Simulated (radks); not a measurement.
The numbers below are computed, except where a source is named.
Problem. Sb2+, configuration [Kr] 4d8.5 5s2 5p2.5 (fractional occupations, a model configuration). Code: a radial shooting solver on a logarithmic mesh with Libxc functionals. Model: Dirac Kohn-Sham, PBEsol, spin-unpolarised, spherical densities, finite nucleus; open shells are shared between the two j in proportion to 2j + 1; Fermi nuclear charge, rms radius 4.6802 fm. Some entries of the table are withheld. Estimate them.

orbital,occ.,eigenvalue (hartree),r(max) (bohr),<1/r> (bohr^-1)
1s1/2,2,-1113.487,0.01835,54.30
2s1/2,2,-170.4238,0.1039,12.62
2p1/2,2,-159.5429,0.07985,12.60
2p3/2,4,-150.2968,0.08446,11.70
3s1/2,2,-34.34860,0.3002,4.475
3p1/2,2,-29.90037,(1),4.385
3p3/2,4,-28.19319,(2),4.163
3d3/2,4,-20.33274,0.2424,4.013
3d5/2,6,-19.97761,0.2454,3.956
4s1/2,2,-6.56244,0.7207,1.786
4p1/2,2,-5.04501,0.7426,1.675
4p3/2,4,-4.72009,0.7666,1.605
4d3/2,3.4,-2.29637,0.8301,1.351
4d5/2,5.1,-2.24695,0.8387,1.333
5s1/2,2,-1.22330,1.774,0.6589
5p1/2,0.833333,(3),(4),0.5677
5p3/2,1.66667,(5),(6),0.5470

Solution. 
(1) 3p1/2 r(max) (bohr): 0.2865
(2) 3p3/2 r(max) (bohr): 0.2970
(3) 5p1/2 eigenvalue (hartree): -0.86949
(4) 5p1/2 r(max) (bohr): 2.003
(5) 5p3/2 eigenvalue (hartree): -0.83002
(6) 5p3/2 r(max) (bohr): 2.072
